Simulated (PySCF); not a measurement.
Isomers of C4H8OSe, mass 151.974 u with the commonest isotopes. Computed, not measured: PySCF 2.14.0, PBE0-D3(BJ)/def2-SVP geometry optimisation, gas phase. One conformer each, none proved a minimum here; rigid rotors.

Question: Order these by rotational constant A, smallest first.
A. `[CH2:1]=[C:2]([O:3][CH3:4])[Se:5][CH3:6]` with C1–C2–O3–C4 4°, C1–C2–Se5–C6 -143°
B. `[CH3:1][O:2][C@@H:3]1[CH2:4][CH2:5][Se:6]1` with C1–O2–C3–C4 176°, O2–C3–C4–C5 -139°, C3–C4–C5–Se6 18°, C4–C5–Se6–C3 -14°, O2–C3–Se6–C5 131°
C. `[CH2:1]1[CH2:2][Se:3][CH2:4][CH2:5][O:6]1` with O6–C1–C2–Se3 -40°, C1–C2–Se3–C4 53°, C2–Se3–C4–C5 -11°, Se3–C4–C5–O6 -49°

Answer: B (3786 MHz), C (4008 MHz), A (4284 MHz).

Question: Order these by rotational constant B, smallest first.
A. `[CH2:1]1[CH2:2][Se:3][CH2:4][CH2:5][O:6]1` with O6–C1–C2–Se3 -40°, C1–C2–Se3–C4 53°, C2–Se3–C4–C5 -11°, Se3–C4–C5–O6 -49°
B. `[CH2:1]=[C:2]([O:3][CH3:4])[Se:5][CH3:6]` with C1–C2–O3–C4 4°, C1–C2–Se5–C6 -143°
C. `[CH3:1][O:2][C@@H:3]1[CH2:4][CH2:5][Se:6]1` with C1–O2–C3–C4 176°, O2–C3–C4–C5 -139°, C3–C4–C5–Se6 18°, C4–C5–Se6–C3 -14°, O2–C3–Se6–C5 131°

Answer: B (1524 MHz), C (1876 MHz), A (2042 MHz).

Question: Order these by rotational constant C, smallest first.
A. `[CH3:1][O:2][C@@H:3]1[CH2:4][CH2:5][Se:6]1` with C1–O2–C3–C4 176°, O2–C3–C4–C5 -139°, C3–C4–C5–Se6 18°, C4–C5–Se6–C3 -14°, O2–C3–Se6–C5 131°
B. `[CH2:1]1[CH2:2][Se:3][CH2:4][CH2:5][O:6]1` with O6–C1–C2–Se3 -40°, C1–C2–Se3–C4 53°, C2–Se3–C4–C5 -11°, Se3–C4–C5–O6 -49°
C. `[CH2:1]=[C:2]([O:3][CH3:4])[Se:5][CH3:6]` with C1–C2–O3–C4 4°, C1–C2–Se5–C6 -143°

Answer: C (1199 MHz), A (1323 MHz), B (1505 MHz).

```
          SMILES  point group  Ia (u·Å²)  Ib (u·Å²)  Ic (u·Å²)      κ  μa (D)  μb (D)  μc (D)
    C=C(OC)[Se]C           C1     117.96     331.62     421.48  -0.79    1.59    1.13    0.59
     C1C[Se]CCO1           C1     126.09     247.50     335.74  -0.57    0.62    0.10    1.42
CO[C@@H]1CC[Se]1           C1     133.48     269.41     382.07  -0.55    0.80    0.81    0.89
```
